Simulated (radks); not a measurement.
The lutetium ion Lu3+, 68 electrons, occupied as [Xe] 4f14. All-electron calculation, non-relativistic Kohn-Sham, r2SCAN, spin-polarised, spherical densities, point nucleus; meta-GGA in the generalised Kohn-Sham scheme; relativity is left out, which matters for an element this heavy. Program: a radial shooting solver on a logarithmic mesh with Libxc functionals.

Unscreened Slater integrals over Kohn-Sham orbitals (eV). They are taken over the spin-up orbitals.

integral    value
F0(4f,4f)  36.912
F2(4f,4f)  17.494
F4(4f,4f)  10.967
F6(4f,4f)  7.8878
F0(4f,5p)  21.172
F2(4f,5p)  6.6357
G2(4f,5p)  3.0790
G4(4f,5p)  2.4307
F0(4f,5s)  23.043
G3(4f,5s)  3.3773
F0(4f,4d)  40.219
F2(4f,4d)  19.327
F4(4f,4d)  12.341
G1(4f,4d)  22.510
G3(4f,4d)  14.234
G5(4f,4d)  10.091
F0(5p,5p)  17.339
F2(5p,5p)  9.3891
F0(5p,5s)  18.204
G1(5p,5s)  12.551
F0(5p,4d)  21.831
F2(5p,4d)  5.6790
G1(5p,4d)  1.4793
G3(5p,4d)  1.4539
F0(5s,5s)  19.243
F0(5s,4d)  23.884
G2(5s,4d)  1.9726
F0(4d,4d)  44.530
F2(4d,4d)  22.679
F4(4d,4d)  15.186
